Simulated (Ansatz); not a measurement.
Reactions of CH7FOSi2, SMILES `CO[SiH](F)[SiH3]`.

Isolated molecules relaxed with PBE0-D4/def2-TZVP in Ansatz; ΔE leaves out vibrations. CCSD(T)/CBS is the MP2 limit (def2-TZVPP, def2-QZVPP) plus CCSD(T) − MP2 in def2-TZVPP, frozen cores. This one scheme is used for every species. DFT in def2-TZVPP. B3LYP here is the variant with VWN-RPA as its local correlation; programs differ in this. Open shells (•) are unrestricted, without spin–orbit coupling. def2 core potentials past Kr. For W outer-core shells are correlated without core-valence functions, which leaves a few kJ/mol of doubt a bond. One conformer a species, not always the lowest.

```
                                                                                       reaction  B3LYP-D4 (kJ/mol)  MP2/CBS(def2) (kJ/mol)  HF/CBS(def2) (kJ/mol)  PBE0-D4 (kJ/mol)  CCSD(T)/CBS(def2) (kJ/mol)
                                                     `CO[SiH](F)[SiH3]` → `F[SiH3]` + `CO[SiH]`                191                     205                    180               214                         196
                                            `CO[SiH](F)[SiH3]` + H₂S → `CO[SiH]([SiH3])S` + H–F                 78                      66                    105                64                          73
                            `CO[SiH](F)[SiH3]` + `C=NC(=N)F` → `F[SiH](F)[SiH3]` + `C=NC(=N)OC`                -73                     -86                    -75               -74                         -80
                                `CO[SiH](F)[SiH3]` + `S[Si]Cl` → `CO[SiH]([SiH3])S` + `F[Si]Cl`                  8                       8                     14                 8                           9
                                                 `CO[SiH](F)[SiH3]` → `C[O]`• + `F[SiH][SiH3]`•                476                     551                    377               473                         514
`CO[SiH](F)[SiH3]` + `[CH3][W]([OH])(=[S])=[S]` → `CO[SiH](C)[SiH3]` + `[OH][W]([F])(=[S])=[S]`                 21                      39                     43                19                          35
                                                         `CO[SiH](F)[SiH3]` → `O[SiH2][SiH2]CF`                175                     183                    193               167                         178
                                         `CO[SiH](F)[SiH3]` + `OCS` → `OCS[SiH3]` + `CO[SiH2]F`                -67                     -82                    -73               -64                         -71
                                                       `CO[SiH](F)[SiH3]` → `FC([SiH3])O[SiH3]`                219                     232                    223               224                         227
                                                   `CO[SiH](F)[SiH3]` + H₂ → `CO[SiH2]F` + SiH₄                -28                     -31                    -61               -21                         -30
```

Largest T1 diagnostic: 0.022, for `[CH3][W]([OH])(=[S])=[S]`.
